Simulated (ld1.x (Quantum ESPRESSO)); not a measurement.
# copper: excitation energies, all-electron against ultrasoft

ld1.x (Quantum ESPRESSO) 7.5 input, shortened:

```
&input
   title='Cu', zed=29., rel=2, dft='PBE', iswitch=3,
   config='[Ar] 3d10 4s0 4p0', rel_dist='average'
 /
 &inputp
   pseudotype=3, tm=.true., lloc=-2, rcloc=1.05,
   nlcc=.true.,
   which_augfun='PSQ', rmatch_augfun=0.50
 /
6
3S  1  0   2.00   0.00  0.95  1.15  0.0
4S  2  0   0.00   0.00  0.95  1.15  0.0
3P  2  1   6.00   0.00  1.05  1.25  0.0
4P  3  1   0.00   0.00  1.05  1.25  0.0
3D  3  2  10.00   0.00  0.70  0.95  0.0
3D  3  2   0.00   0.40  0.70  0.95  0.0
 &test
   configts(1)='3s2 3p6 3d10 4s0 4p0'
 /
```

Open shells are filled in proportion to 2j + 1 (rel_dist='average').

Energies are relative to the spin-unpolarised reference configuration 3s2 3p6 3d10 4s0 4p0; without spin polarisation the order of configurations can differ from experiment. The frozen-core shift is the all-electron ΔE with the core orbitals held at their reference shape minus the fully relaxed ΔE.

```csv
valence configuration,charge,ΔE all-electron (eV),error AE − PS (meV),frozen-core shift (meV)
3s2 3p6 3d10 4s1 4p0,0,-8.149,+0.2,0.0
3s2 3p6 3d9 4s0 4p0,+2,21.333,0.0,+0.1
3s2 3p6 3d8 4s0 4p0,+3,60.353,+1.0,+0.3
3s2 3p6 3d10 4s0.5 4p0,+0.5,-4.986,0.0,0.0
3s2 3p6 3d9 4s2 4p0,0,-6.178,+1.4,+0.3
```

Question: What are ΔE and the potential's error for 3s2 3p5 3d10 4s1 4p0?

Answer: ΔE = 71.412 eV all-electron; the error (AE − PS) is +33 meV.

Question: What are ΔE and the potential's error for 3s2 3p6 3d9 4s1 4p0?

Answer: ΔE = 3.430 eV all-electron; the error (AE − PS) is +0.8 meV.
